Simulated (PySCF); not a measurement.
A mixed set of molecules.

All values: PBE0/def2-SVPD (PySCF) at GFN2-xTB geometries, gas phase, one conformer each. Core orbitals are frozen in the response; Δα² is half the sum of the squared differences of the principal polarisabilities.

(1) Rank by mean static polarisability, lowest first.
A. `CSC1=PC(Cl)=NC=C1`
B. `CC(C)O[Si@H](C)F`
C. `Cc1pcpc(C)p1`
D. `c1(SC)ccpc(n1)Cl`
E. `CO[C@]1(F)C=COC1`
F. `O=S(C)C`

(2) Rank by dipole moment, lowest first.
A. `[CH3:1][S:2][c:3]1[cH:4][cH:5][p:6][c:7]([Cl:8])[n:9]1` with C1–S2–C3–C4 180°
B. `c1pc(C)pc(p1)C`
C. dimethyl sulfoxide (`CS(C)=O`)
D. `[O:1]=[C:2]1[CH2:3][CH2:4][CH2:5][C@@H:6]([F:7])[O:8]1` with O1–C2–C3–C4 -130°, C2–C3–C4–C5 -61°, C3–C4–C5–C6 22°, C4–C5–C6–F7 -90°
E. `[CH3:1]/[CH:2]=[C:3](/[O:4][CH3:5])[C:6](=[O:7])[F:8]` with C2–C3–O4–C5 0°, C2–C3–C6–O7 0°
F. `[CH3:1][O:2][C@:3]1([F:4])[CH:5]=[CH:6][O:7][CH2:8]1` with C1–O2–C3–F4 64°

(3) Rank by HOMO–LUMO gap, highest first.
A. `O=C1CCC[C@@H](F)O1`
B. `CC(O[Si@@H](F)C)C`
C. `CSc1ccpc(Cl)n1`
D. `CO[C@]1(F)C=COC1`
E. `c1(pc(Cl)ncc1)SC`
F. `CS(C)=O`

Results:

(1) F (7.77 Å³), E (9.72 Å³), B (11.44 Å³), A (19.15 Å³), D (19.62 Å³), C (20.38 Å³).

(2) B (0.65 D), F (1.60 D), A (2.11 D), C (3.92 D), E (4.38 D), D (4.55 D).

(3) B (9.12 eV), A (7.92 eV), F (7.28 eV), D (7.10 eV), E (4.80 eV), C (4.52 eV).

All values together:

```json
{"SMILES": "Cc1pcpc(C)p1", "formula": "C5H7P3", "μ (D)": "0.65", "HOMO (eV)": "-7.10", "LUMO (eV)": "-2.35", "α (Å³)": "20.38", "Δα (Å³)": "12.33", "electrons": "82", "α per electron (Å³)": "0.249"}
{"SMILES": "CS(C)=O", "formula": "C2H6OS", "μ (D)": "3.92", "HOMO (eV)": "-6.79", "LUMO (eV)": "0.49", "α (Å³)": "7.77", "Δα (Å³)": "1.73", "electrons": "42", "α per electron (Å³)": "0.185"}
{"SMILES": "CSc1ccnc(Cl)p1", "formula": "C5H5ClNPS", "μ (D)": "3.37", "HOMO (eV)": "-6.93", "LUMO (eV)": "-2.13", "α (Å³)": "19.15", "Δα (Å³)": "13.29", "electrons": "90", "α per electron (Å³)": "0.213"}
{"SMILES": "CO[C@]1(F)C=COC1", "formula": "C5H7FO2", "μ (D)": "1.60", "HOMO (eV)": "-7.01", "LUMO (eV)": "0.09", "α (Å³)": "9.72", "Δα (Å³)": "3.19", "electrons": "62", "α per electron (Å³)": "0.157"}
{"SMILES": "CC(C)O[Si@H](C)F", "formula": "C4H11FOSi", "μ (D)": "1.51", "HOMO (eV)": "-8.41", "LUMO (eV)": "0.71", "α (Å³)": "11.44", "Δα (Å³)": "2.31", "electrons": "66", "α per electron (Å³)": "0.173"}
{"SMILES": "CSc1ccpc(Cl)n1", "formula": "C5H5ClNPS", "μ (D)": "2.11", "HOMO (eV)": "-6.55", "LUMO (eV)": "-2.03", "α (Å³)": "19.62", "Δα (Å³)": "13.41", "electrons": "90", "α per electron (Å³)": "0.218"}
{"SMILES": "O=C1CCC[C@@H](F)O1", "formula": "C5H7FO2", "μ (D)": "4.55", "HOMO (eV)": "-8.10", "LUMO (eV)": "-0.19", "α (Å³)": "9.36", "Δα (Å³)": "2.53", "electrons": "62", "α per electron (Å³)": "0.151"}
{"SMILES": "C/C=C(/OC)C(=O)F", "formula": "C5H7FO2", "μ (D)": "4.38", "HOMO (eV)": "-7.21", "LUMO (eV)": "-1.72", "α (Å³)": "10.41", "Δα (Å³)": "4.88", "electrons": "62", "α per electron (Å³)": "0.168"}
```

Conformers: `[CH3:1][S:2][c:3]1[cH:4][cH:5][n:6][c:7]([Cl:8])[p:9]1` with C1–S2–C3–C4 180°; `[CH3:1][O:2][C@:3]1([F:4])[CH:5]=[CH:6][O:7][CH2:8]1` with C1–O2–C3–F4 64°; `[CH3:1][CH:2]([CH3:3])[O:4][Si@H:5]([CH3:6])[F:7]` with C1–C2–O4–Si5 159°, C2–O4–Si5–C6 177°; `[CH3:1][S:2][c:3]1[cH:4][cH:5][p:6][c:7]([Cl:8])[n:9]1` with C1–S2–C3–C4 180°; `[O:1]=[C:2]1[CH2:3][CH2:4][CH2:5][C@@H:6]([F:7])[O:8]1` with O1–C2–C3–C4 -130°, C2–C3–C4–C5 -61°, C3–C4–C5–C6 22°, C4–C5–C6–F7 -90°; `[CH3:1]/[CH:2]=[C:3](/[O:4][CH3:5])[C:6](=[O:7])[F:8]` with C2–C3–O4–C5 0°, C2–C3–C6–O7 0°.

Task: How closely does the mean polarisability follow the number of electrons in this set?

Result: The correlation coefficient is 0.94; α per electron runs from 0.151 to 0.249 Å³.
